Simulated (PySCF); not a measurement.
C3H6O2Si.
Bonds: O1–C2 (double), C2–C3, C3–O4, O4–C5, C5–Si6, C2–Si6. Hydrogens: H7, H8 on C3; H9, H10 on C5; H11, H12 on Si6.

The closed-shell ground state was solved at several levels (PySCF, density fitting, gas phase, non-relativistic). Geometry: PBE0-D3(BJ)/def2-SVP, one conformer, isolated molecule.

| level | basis functions | HOMO (eV) | LUMO (eV) | gap (eV) | dipole (D) |
| --- | --- | --- | --- | --- | --- |
| PBE0/aug-cc-pVDZ | 196 | -6.61 | -1.53 | 5.08 | 2.40 |
| LDA/def2-SVPD | 178 | -5.49 | -2.93 | 2.56 | 2.33 |
| PBE0/pcSseg-1 | 139 | -6.60 | -1.43 | 5.17 | 2.34 |
| BHandHLYP/pcSseg-1 | 139 | -7.92 | -0.20 | 7.72 | 2.58 |
| HF/pcSseg-1 | 139 | -9.98 | 2.66 | 12.64 | 2.90 |
| LC-wPBE/pcSseg-1 | 139 | -9.20 | 1.01 | 10.21 | 2.47 |
| KT2/pcSseg-1 | 139 | -5.36 | -2.48 | 2.88 | 2.14 |
| HF/def2-SVPD | 178 | -10.06 | 2.20 | 12.26 | 2.92 |
| PBE0/6-31G | 70 | -6.49 | -1.22 | 5.27 | 2.33 |
| KT3/pcSseg-1 | 139 | -5.34 | -2.44 | 2.90 | 2.12 |

What might PBE/def2-SVPD (178 basis functions) give for the same quantities?

HOMO -5.34 eV, LUMO -2.70 eV, gap 2.64 eV, dipole 2.26 D.

Over all these levels, which gives the widest orbital gap and which the narrowest?

HF/pcSseg-1 (Hartree–Fock, all exact exchange) has the widest, 12.64 eV, and LDA/def2-SVPD (LDA) the narrowest, 2.56 eV. Functional and basis both differ between the two, so the spread mixes both effects.

How much does the basis alone move the frontier levels among the 3 PBE0 rows?

The HOMO by 0.12 eV and the LUMO by 0.31 eV. By rising basis size (HOMO, LUMO in eV): 6-31G -6.49, -1.22; pcSseg-1 -6.60, -1.43; aug-cc-pVDZ -6.61, -1.53.

In the pcSseg-1 basis, how does the gap go with the fixed share of exact exchange?

KT2 (0 %) 2.88 eV; KT3 (0 %) 2.90 eV; PBE0 (25 %) 5.17 eV; BHandHLYP (50 %) 7.72 eV; HF (100 %) 12.64 eV. Each rise in the share widens the gap here.

How far do the dipole and the HOMO energy spread over the levels?

The dipole runs from 2.12 to 2.92 D (mean 2.44 D) and the HOMO from -10.06 to -5.34 eV.
